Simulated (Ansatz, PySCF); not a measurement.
Gas-phase reaction in SMILES: N[SiH2]N[SiH3] → N[SiH2][N-][SiH3] + H+
Structures are relaxed separately at B3LYP-D3(BJ)/def2-TZVP in Ansatz (a first-principles code), one conformer each, not searched for the lowest. Frequencies are from Ansatz or PySCF.

Wanted: gas-phase deprotonation energy (enthalpy at 298 K, with B3LYP-D3(BJ) rigid-rotor harmonic-oscillator terms), in eV. Correlated levels leave the core frozen unless marked. No spin-orbit coupling. Non-relativistic. Anions need diffuse functions: aug- sets have them; def2-D sets add few; the other sets have none. Basis-set limits of correlation are two-point, X^-3; Hartree-Fock from the larger set.

CCSD(T)/CBS(aug-cc-pV(T+d)Z,aug-cc-pV(Q+d)Z) (Ansatz) gives 15.43 eV.

Problem. Another calculation gave 15.41 eV. Which level was it?
A) B2GP-PLYP/def2-TZVPD (Ansatz)
B) PBE/def2-TZVPD (Ansatz)
C) SVWN5/def2-TZVPD (Ansatz)
D) LC-wPBE/def2-TZVPD (Ansatz)

Solution. A, B2GP-PLYP/def2-TZVPD (Ansatz). The others give 15.58 (LC-wPBE), 15.02 (SVWN5), 15.27 (PBE) eV.
